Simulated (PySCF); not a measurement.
# Working out the ionisation energy of Xe

Xe [Xe] (1S) → Xe⁺ [Kr] 4d10 5s2 5p5 (2P). Computed with PySCF 2.14 in def2-TZVP with the def2 core potential (28 electrons), with a scalar-relativistic core potential. Frozen: 4s2 4p6 4d10. Energies in hartree (1 hartree = 27.21139 eV):

| part | Xe (lower) | Xe⁺ (upper) |
| --- | --- | --- |
| UHF | -328.298394 | -327.877043 |
| CCSD correlation | -0.160058 | -0.134443 |
| (T) | -0.004906 | -0.003563 |

Problem. What does Hartree-Fock give?

Solution. (-327.877043) − (-328.298394) = 0.421351 hartree = 11.466 eV.

Problem. What do CCSD and CCSD(T) give?

Solution. The CCSD correlation energies differ by 0.025615 hartree = 0.697 eV and the triples by 0.001343 hartree = 0.037 eV, so CCSD gives 12.163 eV and CCSD(T) 12.200 eV.

Measured between the centres of the two terms (NIST): 12.565 eV, so CCSD(T) (valence) is off by -0.365 eV.

What remains against the reference includes basis incompleteness, the frozen core and higher excitations.
